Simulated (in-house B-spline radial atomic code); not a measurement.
Au⁺. Computed with a B-spline radial atomic code. Model: non-relativistic spherical atom: semilocal Troullier-Martins pseudo-atom, one channel per l, against all electrons, high spin, G0W0 and RPA with empty states to l = 8, local potential for every l without a channel, a model core (radius 0 = none) keeps its share of the functional.

The core holds an angular momentum without a channel of its own, so the local potential lets valence electrons into it.

Without relativity these are model numbers for so heavy an element.

What the tables leave out is listed at the end.

The pseudopotential gives back the lowest level of each angular momentum of its own functional in the configuration it was made in; a second state of the same l is only approximately right. Exact exchange, RPA and GW see the smooth pseudo-orbitals and miss the exchange with the core, for which the functional's share stands in. The column with an uncorrelated core keeps all orbitals and exact exchange, and so separates missing core correlation from pseudisation. Only the three outermost levels and the lowest empty one were computed. RPA here is direct RPA, with no exchange kernel, and its energies carry an (l + 1/2)⁻⁴ tail. A hybrid on a potential with a model core restores only its own semilocal share of the core's exchange.

Command:
```bash
python run_psgw.py task.json out
```
Settings (lengths in bohr, energies in hartree):
```
Z                      79
electrons              78
configuration          [Xe] 4f14 5d10
generated_in           [Xe] 4f14 5d10 6s1
functional             lda,vwn
core_shells            10
radius_factor          1
core_correction        False
```

Cost of the run: 17 s on 1 thread of Intel(R) Xeon(R) 6975P-C (Granite Rapids), on a shared host.

Given: made with LDA VWN5; model core radius 0 bohr; local radius 0.978 bohr; mean-field start PBE0.

Valence shells of the generating configuration: 5s, 5p, 5d, 6s.

Channel: s 0.936, p 0.995, d 1.215 (radii in bohr).

Computed: largest level miss in the spin-unpolarised generating configuration 0.1 eV; valence RPA correlation energy all-electron orbitals -0.99289 hartree; valence RPA correlation energy pseudo -1.1698 hartree; pseudo-atom RPA polarisability 9.6188 bohr³.

```tsv
level	occupied	mean-field all-electron (eV)	mean-field pseudo minus all (eV)	G0W0 all-electron (eV)	G0W0 uncorrelated core minus all (eV)	G0W0 pseudo minus all (eV)	exchange self-energy all-electron (eV)	exchange self-energy pseudo (eV)
5d	1	-17.552	-0.09	-21.845	0.128	-0.178	-33.275	-28.448
6s (empty)	0	-9.385	-0.132	-7.3103	0.064	-0.14	-3.3995	-2.5529
```

Q: What is the all-electron RPA polarisability, core included?

A: 9.6023 bohr³.

Given: mean-field start Hartree-Fock.

Computed: valence RPA correlation energy all-electron orbitals -0.87272 hartree; all-electron RPA polarisability, core included 7.1915 bohr³; pseudo-atom RPA polarisability 7.2377 bohr³.

```tsv
level	occupied	mean-field all-electron (eV)	mean-field pseudo minus all (eV)	G0W0 all-electron (eV)	G0W0 uncorrelated core minus all (eV)	G0W0 pseudo minus all (eV)	exchange self-energy all-electron (eV)	exchange self-energy pseudo (eV)
5d	1	-21.788	-0.058	-21.983	0.137	-0.123	-33.501	-28.752
6s (empty)	0	-5.8333	-0.094	-6.854	0.04	-0.123	-2.1129	-1.6415
```

Q: What is the valence RPA correlation energy pseudo?

A: -1.0169 hartree.

Among the listed levels the largest G0W0 shift of the pseudo-atom is -0.18 eV, for 5d on the PBE0 start, while leaving the core uncorrelated moves that level by +0.13 eV. So pseudisation and the lost core exchange, not the missing core correlation, make the error. Not in the tables (levels of low weight, unsolved or above zero; the highest and the empty levels are kept at any weight): on LDA, a start not tabulated, the G0W0 levels 5d (pseudo minus all -0.12 eV, weights 0.31 and 0.49), 5p (pseudo minus all +1.31 eV, weights 0.10 and 0.07), 5s (pseudo minus all +3.59 eV, weights 0.18 and 0.04), 6s (pseudo minus all -0.20 eV, weights 0.94 and 0.94); on PBE0 the G0W0 levels 5p (pseudo minus all +1.75 eV, weights 0.07 and 0.10), 5s (pseudo minus all +2.01 eV, weights 0.15 and 0.06); on Hartree-Fock the G0W0 levels 5p (pseudo minus all -32.65 eV, weights 0.01 and 0.33), 5s (pseudo minus all -1.24 eV, weights 0.13 and -0.02).
